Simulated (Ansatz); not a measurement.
Program: Ansatz. Geometries: PBE0-D4/def2-TZVP. ΔE: electronic, gas phase. CBS: MP2 limit from def2 TZ/QZ plus the TZ coupled-cluster correction, frozen cores. This one scheme is used for every species. Functionals use def2-TZVPP. One conformer a species, not always the lowest.

Consider the substitution at a C–Si bond: `C=C[SiH2]N[SiH3]` + `C[SiH2]O` → `C=CO[SiH2]C` + `[SiH3]N[SiH3]`.

`C=C[SiH2]N[SiH3]`:

Cartesian coordinates in Å:
```
C 1.249 -1.815 1.947
C 1.200 -0.709 1.209
Si -0.407 0.053 0.670
N -0.531 0.139 -1.050
Si -0.865 1.498 -2.058
H 0.343 -2.323 2.268
H 2.186 -2.264 2.265
H 2.139 -0.243 0.912
H -0.536 1.452 1.155
H -1.482 -0.786 1.275
H -0.407 -0.741 -1.532
H -0.944 2.695 -1.186
H 0.205 1.695 -3.076
H -2.149 1.348 -2.800
```

`C[SiH2]O`:

```xyz
9

C    -0.393    0.993    0.486
Si    0.527   -0.345   -0.428
O     0.129   -1.860    0.095
H    -0.067    1.979    0.141
H    -0.207    0.930    1.561
H    -1.471    0.923    0.320
H     1.987   -0.229   -0.193
H     0.250   -0.210   -1.888
H    -0.754   -2.179   -0.093
```

`C=CO[SiH2]C`:

Z-matrix (Å, degrees):
```
Si
C 1 1.859
O 1 1.664 2 111.6
H 1 1.482 2 111.2 3 -115.5
H 1 1.488 2 110.6 3 122.4
H 2 1.092 1 111.6 3 -62.2
H 2 1.092 1 110.7 3 58.5
H 2 1.094 1 109.9 3 177.8
C 3 1.348 1 127.1 2 68.6
C 9 1.328 3 127.1 1 4.5
H 9 1.086 3 111.6 1 -175.8
H 10 1.081 9 119.3 3 179.5
H 10 1.084 9 122.9 3 0.5
```

`[SiH3]N[SiH3]`:

```xyz
10

Si    1.348    0.093    0.782
N    -0.357    0.091    0.515
Si   -1.223   -0.118   -0.963
H     2.005    0.124   -0.548
H     1.812   -1.113    1.523
H     1.760    1.282    1.577
H    -0.927    0.168    1.346
H    -0.234   -0.061   -2.068
H    -2.240    0.955   -1.139
H    -1.943   -1.420   -1.025
```

Problem. Is it downhill or uphill in electronic energy at CCSD(T)/CBS, and by how much? (Estimate.)

Solution. Ansatz gave: Uphill: ΔE = +69.6 kJ/mol.

Problem. What do these levels give: PBE-D4, B2PLYP, r2SCAN, PBE0, MP2/def2-TZVPP, SCS-MP2/def2-TZVPP? (Best estimate.)

Solution. Ansatz gave: PBE-D4 57.2, B2PLYP 63.3, r2SCAN 59.5, PBE0 61.4, MP2/def2-TZVPP 70.7, SCS-MP2/def2-TZVPP 67.2 kJ/mol.

Largest T1 diagnostic among the species: 0.012.

From PBE to PBE0 (25 % exact exchange), in def2-TZVPP and without D4, ΔE moves by +3.1 kJ/mol. In def2-TZVPP, CCSD(T) changes the Hartree–Fock value by +5.4 kJ/mol (the triples alone add −0.4 kJ/mol) and MP2 by +10.0 kJ/mol.
